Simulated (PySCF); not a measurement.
Mg (magnesium, neutral) across methods

[Ne] 3d2, high-spin 3F determinant (an excited configuration). All numbers are calculated (PySCF 2.14, scalar relativity by spin-free X2C-1e, in aug-cc-pVQZ-DK (7s6p4d3f2g, 84 functions)).

| method | E (hartree) | mean ε 2p α (eV) | mean ε 2p β (eV) | mean ε 3d α (eV) | Σ⟨r²⟩ (bohr²) | ⟨S²⟩ |
| --- | --- | --- | --- | --- | --- | --- |
| PBE0 | -199.7835 | -59.844 | -59.830 | -1.534 | 75.06 | 2.000 |
| UHF | -199.43345 | -70.948 | -70.946 | -2.132 | 78.56 | 2.000 |
| PBE | -199.7728 | -55.739 | -55.721 | -1.239 | 73.62 | 2.000 |
| r2SCAN | -199.8631 | -57.161 | -57.157 | -1.173 | 75.53 | 2.000 |
| LDA | -198.9289 | -55.955 | -55.942 | -1.135 | 74.93 | 2.000 |

(1) Estimate the same row for BHandHLYP.

The outer electron is Rydberg-like, and this basis confines it to a smaller radius and binds it less than a complete one would.

Results:

(1) E (hartree) = -199.8736; mean ε 2p α (eV) = -63.893; mean ε 2p β (eV) = -63.882; mean ε 3d α (eV) = -1.627; Σ⟨r²⟩ (bohr²) = 75.25; ⟨S²⟩ = 2.000.
